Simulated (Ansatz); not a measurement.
Ansatz (a first-principles code) input (CCSD(T)/aug-cc-pV(D+d)Z):
A basis named .json is the Basis Set Exchange file of that set.

Ansatz 0.2 input:
```yaml
crystal:
  periodic: [false, false, false]
  atoms:
    - {symbol: C, position_ang: [-0.16622728, -1.89581337, 0.35473383]}
    - {symbol: C, position_ang: [1.13842305, -1.48841325, -0.32843155]}
    - {symbol: C, position_ang: [1.70676428, -0.11949039, 0.10430052]}
    - {symbol: C, position_ang: [1.08371086, 1.06598301, -0.54832793]}
    - {symbol: S, position_ang: [-0.49725505, 1.67013516, -0.27282151]}
    - {symbol: C, position_ang: [-1.31040105, 0.38751800, 0.72771754]}
    - {symbol: C, position_ang: [-1.38508446, -1.00655081, 0.10195587]}
    - {symbol: H, position_ang: [0.00480141, -1.95192635, 1.43620516]}
    - {symbol: H, position_ang: [-0.41642078, -2.91200626, 0.03691133]}
    - {symbol: H, position_ang: [1.00633152, -1.48775574, -1.41413029]}
    - {symbol: H, position_ang: [1.88609873, -2.25487578, -0.10336221]}
    - {symbol: H, position_ang: [2.77276968, -0.09870946, -0.13294523]}
    - {symbol: H, position_ang: [1.64107917, -0.04948582, 1.19870635]}
    - {symbol: H, position_ang: [1.64059526, 1.65113621, -1.26658725]}
    - {symbol: H, position_ang: [-0.83901886, 0.34752012, 1.71169602]}
    - {symbol: H, position_ang: [-2.31185877, 0.79586383, 0.87013873]}
    - {symbol: H, position_ang: [-1.57223595, -0.91224814, -0.97091388]}
    - {symbol: H, position_ang: [-2.25917298, -1.50907429, 0.52773592]}
basis:
  gaussian:
    orbitals: aug-cc-pV_D+d_Z.json
magnetization: {spin_polarized: true, initial_magnetization: 1}
correlation: {method: ccsd_t, electrons: outside_noble_gas}
output: {forces: true}
```

Output:

```
Functional definition: HF
integrals: 4.01 GiB planned
2664 factors; integrals over basis functions are off by at most 6.8e-4 eV
1.65 GiB of device memory are held for the factors and their scratch space
mean field: 2.46 GiB planned
mean field evaluation 1: about -17166.8598 eV, gradient 3.4e1 eV
mean field evaluation 2: about -17166.8753 eV, gradient 3.4e1 eV
mean field evaluation 4: about -17173.8347 eV, gradient 4.4e0 eV
mean field evaluation 8: about -17174.0764 eV, gradient 3.6e-1 eV
mean field evaluation 16: about -17166.8609 eV, gradient 3.4e1 eV
mean field evaluation 32: about -17161.5722 eV, gradient 3.4e1 eV
mean field -17174.08066984 eV, -631.1358236066 hartree, gradient 1.7e-6 eV, S^2 0.772453; 0 other end points of the search recorded, 0 dependent functions left out
11 core orbitals not correlated
reference -17174.08066984 eV, -631.1358236066 hartree; 21, 20 occupied and 237, 238 virtual orbitals, 2664 factors
densities: 38.92 GiB planned
second order -27.25089446 eV of doubles, -0.00000000 eV of singles
coupled cluster: 26.99 GiB planned
cycle   1  -28.64507404 eV  change    -1.4e0 eV  update   1.2e-1
cycle   2  -29.42246690 eV  change   -7.8e-1 eV  update   3.7e-2
cycle   3  -29.57814148 eV  change   -1.6e-1 eV  update   2.0e-2
cycle   4  -29.57992577 eV  change   -1.8e-3 eV  update   8.9e-3
cycle   5  -29.58010858 eV  change   -1.8e-4 eV  update   4.8e-3
cycle   6  -29.58059487 eV  change   -4.9e-4 eV  update   2.0e-3
cycle   7  -29.58053797 eV  change    5.7e-5 eV  update   6.9e-4
cycle   8  -29.58069421 eV  change   -1.6e-4 eV  update   3.0e-4
cycle   9  -29.58067529 eV  change    1.9e-5 eV  update   1.2e-4
cycle  10  -29.58060379 eV  change    7.1e-5 eV  update   5.7e-5
cycle  11  -29.58064689 eV  change   -4.3e-5 eV  update   2.9e-5
cycle  12  -29.58066017 eV  change   -1.3e-5 eV  update   1.5e-5
cycle  13  -29.58067016 eV  change   -1.0e-5 eV  update   8.1e-6
cycle  14  -29.58067167 eV  change   -1.5e-6 eV  update   3.6e-6
cycle  15  -29.58066891 eV  change    2.8e-6 eV  update   1.5e-6
perturbative correction -1.12496934 eV, -0.0413418606 hartree
the calculation of the forces begins
mean field evaluation 64: about -17174.0602 eV, gradient 2.3e-1 eV
1.65 GiB of device memory are held for the factors and their scratch space
Total energy: -17204.78630808 eV, -632.2642349990 hartree
Atom 0 at    -0.166227    -1.895813     0.354734 Å, force     0.007413     0.099856    -0.014203 eV/Å
Atom 1 at     1.138423    -1.488413    -0.328432 Å, force    -0.036658     0.125179     0.018485 eV/Å
Atom 2 at     1.706764    -0.119490     0.104301 Å, force    -0.040396    -0.237129     0.118263 eV/Å
Atom 3 at     1.083711     1.065983    -0.548328 Å, force    -0.051080    -0.039168    -0.044701 eV/Å
Atom 4 at    -0.497255     1.670135    -0.272822 Å, force    -0.433918     0.457048    -0.099193 eV/Å
Atom 5 at    -1.310401     0.387518     0.727718 Å, force     0.224125     0.016566    -0.135691 eV/Å
Atom 6 at    -1.385084    -1.006551     0.101956 Å, force     0.087038     0.037402    -0.025425 eV/Å
Atom 7 at     0.004801    -1.951926     1.436205 Å, force     0.080227    -0.014181     0.490910 eV/Å
Atom 8 at    -0.416421    -2.912006     0.036911 Å, force    -0.113326    -0.449197    -0.156599 eV/Å
Atom 9 at     1.006332    -1.487756    -1.414130 Å, force    -0.066698     0.004450    -0.501599 eV/Å
Atom 10 at     1.886099    -2.254876    -0.103362 Å, force     0.329670    -0.333000     0.114020 eV/Å
Atom 11 at     2.772770    -0.098709    -0.132945 Å, force     0.472923     0.014057    -0.121883 eV/Å
Atom 12 at     1.641079    -0.049486     1.198706 Å, force    -0.044392     0.036001     0.487252 eV/Å
Atom 13 at     1.640595     1.651136    -1.266587 Å, force     0.272831     0.297512    -0.356675 eV/Å
Atom 14 at    -0.839019     0.347520     1.711696 Å, force     0.230622    -0.030601     0.469400 eV/Å
Atom 15 at    -2.311859     0.795864     0.870139 Å, force    -0.469474     0.187939     0.056168 eV/Å
Atom 16 at    -1.572236    -0.912248    -0.970914 Å, force    -0.074903     0.045144    -0.501064 eV/Å
Atom 17 at    -2.259173    -1.509074     0.527736 Å, force    -0.374007    -0.217877     0.202535 eV/Å
Dipole moment:    -0.019770    -0.340605     0.145881 e Å
```

It need not be the lowest isomer of its formula.
